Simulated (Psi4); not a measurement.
C$_{2}$H$_{6}$Be (SMILES [CH3][Be][CH3]), singlet, at a GFN2-xTB geometry (such geometries of metal compounds can be far from the true shape), atoms displaced at random by about 0.002 Å a coordinate; CAM-B3LYP/6-31G run with Psi4.

Here is a job for Psi4.
```
memory 2 GB

molecule {
0 1
  Be    0.00486102    0.00183159   -0.01905674
  C     1.34399004    0.17041196   -1.09623674
  H     2.06093405   -0.64649674   -1.04167395
  H     1.94107242    1.06956972   -0.94294821
  H     1.05878268    0.21155814   -2.14589995
  C    -1.33492759   -0.18750959    1.04347728
  H    -1.90546883   -1.09972442    0.87252095
  H    -2.07839563    0.61318437    0.97614122
  H    -1.07204902   -0.22175636    2.10080695
}

set basis 6-31g

energy('cam-b3lyp')
print_variables()
```

The log (banner, timings and long lists left out):

```
   => Loading Basis Set <=

    Name: 6-31G
    Role: ORBITAL
    Keyword: BASIS

         ---------------------------------------------------------
                                   SCF
               by Justin Turney, Rob Parrish, Andy Simmonett
                          and Daniel G. A. Smith
                              RKS Reference
         ---------------------------------------------------------

  ==> Geometry <==

    Molecular point group: c1
    Full point group: C1

    Geometry (in Angstrom), charge = 0, multiplicity = 1:

       Center              X                  Y                   Z               Mass
    ------------   -----------------  -----------------  -----------------  -----------------
         BE           0.000829398936     0.008562580602     0.006220986427     9.012183065000
         C            1.339958418936     0.177142950602    -1.070959013573    12.000000000000
         H            2.056902428936    -0.639765749398    -1.016396223573     1.007825032230
         H            1.937040798936     1.076300710602    -0.917670483573     1.007825032230
         H            1.054751058936     0.218289130602    -2.120622223573     1.007825032230
         C           -1.338959211064    -0.180778599398     1.068755006427    12.000000000000
         H           -1.909500451064    -1.092993429398     0.897798676427     1.007825032230
         H           -2.082427251064     0.619915360602     1.001418946427     1.007825032230
         H           -1.076080641064    -0.215025369398     2.126084676427     1.007825032230

  Running in c1 symmetry.

  Rotational constants: A =      2.81656  B =      0.16407  C =      0.16406 [cm^-1]
  Rotational constants: A =  84438.44312  B =   4918.55790  C =   4918.26539 [MHz]
  Nuclear repulsion =   50.688202713330590

  Charge       = 0
  Multiplicity = 1
  Electrons    = 22
  Nalpha       = 11
  Nbeta        = 11

  ==> Algorithm <==

  SCF Algorithm Type is DF.
  DIIS enabled.
  MOM disabled.
  Fractional occupation disabled.
  Guess Type is SAD.
  Energy threshold   = 1.00e-06
  Density threshold  = 1.00e-06
  Integral threshold = 1.00e-12

  ==> Primary Basis <==

  Basis Set: 6-31G
    Blend: 6-31G
    Number of shells: 27
    Number of basis functions: 39
    Number of Cartesian functions: 39
    Spherical Harmonics?: false
    Max angular momentum: 1

  ==> DFT Potential <==

   => LibXC <=

    Version 7.1.2
    S. Lehtola, C. Steigemann, M. J. T. Oliveira, and M. A. L. Marques,  SoftwareX 7, 1–5 (2018) (10.1016/j.softx.2017.11.002)

   => Composite Functional: CAM-B3LYP <=

    CAM-B3LYP Hyb-GGA Exchange-Correlation Functional

    T. Yanai, D. P. Tew, and N. C. Handy,  Chem. Phys. Lett. 393, 51 (2004) (10.1016/j.cplett.2004.06.011)

    Deriv               =              1
    GGA                 =           TRUE
    Meta                =          FALSE

    Exchange Hybrid     =           TRUE
    MP2 Hybrid          =          FALSE

   => Exchange Functionals <=

    0.3500         Becke 88 [omega = 0.3300]
    0.4600   Short-range recipe for B88 functional - erf [omega = 0.3300]

   => Exact (HF) Exchange <=

    0.4600            HF,LR [omega = 0.3300]
    0.1900               HF

   => Correlation Functionals <=

    0.1900   Vosko, Wilk & Nusair (VWN5)
    0.8100   Lee, Yang & Parr

   => LibXC Density Thresholds  <==

    XC_HYB_GGA_XC_CAM_B3LYP:  1.00E-14

   => Molecular Quadrature <=

    Radial Scheme          =       TREUTLER
    Pruning Scheme         =           NONE
    Nuclear Scheme         =       TREUTLER

    Blocking Scheme        =         OCTREE
    BS radius alpha        =              1
    Pruning alpha          =              1
    Radial Points          =             75
    Spherical Points       =            302
    Total Points           =         194792
    Total Blocks           =           1504
    Max Points             =            255
    Max Functions          =             39
    Weights Tolerance      =       1.00E-15

   => Loading Basis Set <=

    Name: (6-31G AUX)
    Role: JKFIT
    Keyword: DF_BASIS_SCF

  ==> Integral Setup <==

  SCF_SUBTYPE=INCORE selected. In-core MEM_DF algorithm will be used.
  Using in-core AOs.

  ==> MemDFJK: Density-Fitted J/K Matrices <==

    J tasked:                   Yes
    K tasked:                   Yes
    wK tasked:                  Yes
    Omega:                3.300E-01
    Algorithm:                 Core
    Schwarz Cutoff:           1E-12
    Mask sparsity (%):       0.9204
    Fitting Condition:        1E-10

   => Auxiliary Basis Set <=

  Basis Set: (6-31G AUX)
    Blend: CC-PVDZ-JKFIT + DEF2-UNIVERSAL-JKFIT
    Number of shells: 119
    Number of basis functions: 372
    Number of Cartesian functions: 372
    Spherical Harmonics?: false
    Max angular momentum: 3

  Minimum eigenvalue in the overlap matrix is 1.4353320434E-02.
  Reciprocal condition number of the overlap matrix is 2.8983801663E-03.
    Using symmetric orthogonalization.

  ==> Pre-Iterations <==

  SCF Guess: Superposition of Atomic Densities via on-the-fly atomic UHF (no occupation information).

   -------------------------
    Irrep   Nso     Nmo
   -------------------------
     A         39      39
   -------------------------
    Total      39      39
   -------------------------

  ==> Iterations <==

                           Total Energy        Delta E     RMS |[F,P]|

   @DF-RKS iter SAD:   -93.57439994419444   -9.35744e+01   0.00000e+00
   @DF-RKS iter   1:   -94.16591944911070   -5.91520e-01   1.99106e-02 ADIIS/DIIS
   @DF-RKS iter   2:   -94.24547462251957   -7.95552e-02   1.66695e-02 ADIIS/DIIS
   @DF-RKS iter   3:   -94.48276877217529   -2.37294e-01   4.04028e-04 ADIIS/DIIS
   @DF-RKS iter   4:   -94.48298869552278   -2.19923e-04   6.68798e-05 DIIS
   @DF-RKS iter   5:   -94.48299521415780   -6.51864e-06   1.06899e-05 DIIS
   @DF-RKS iter   6:   -94.48299538808621   -1.73928e-07   9.89528e-07 DIIS
  Energy and wave function converged.

  ==> Post-Iterations <==

   Electrons on quadrature grid:
      Ntotal   =   21.9999886639 ; deviation = -1.134e-05

    Orbital Energies [Eh]
    ---------------------

    Doubly Occupied:

[...]
    Virtual:

[...]
      39A      1.456997

    Final Occupation by Irrep:
              A
    DOCC [    11 ]
    NA   [    11 ]
    NB   [    11 ]

  @DF-RKS Final Energy:   -94.48299538808621

   => Energetics <=

    Nuclear Repulsion Energy =             50.6882027133305897
    One-Electron Energy =                -225.8152880531541484
    Two-Electron Energy =                  91.9645066696350710
    DFT Exchange-Correlation Energy =     -11.3204167178977215
    Empirical Dispersion Energy =           0.0000000000000000
    VV10 Nonlocal Energy =                  0.0000000000000000
    Total Energy =                        -94.4829953880862092

Computation Completed

Properties will be evaluated at   0.000000,   0.000000,   0.000000 [a0]

Properties computed using the SCF density matrix

 Multipole Moments:

 ------------------------------------------------------------------------------------
     Multipole            Electronic (a.u.)      Nuclear  (a.u.)        Total (a.u.)
 ------------------------------------------------------------------------------------

 L = 1.  Multiply by 2.5417464519 to convert [e a0] to [Debye]
 Dipole X            :          0.0129597           -0.0188996           -0.0059399
 Dipole Y            :          0.0395449           -0.0393874            0.0001575
 Dipole Z            :          0.0344279           -0.0334987            0.0009292
 Magnitude           :                                                    0.0060142

 ------------------------------------------------------------------------------------

  Variable Map:
  ----------------------------------------------------------------------------
[...]
  Array Variable Map:
  ----------------------------------------------------------------------------
[...]
[...]
```
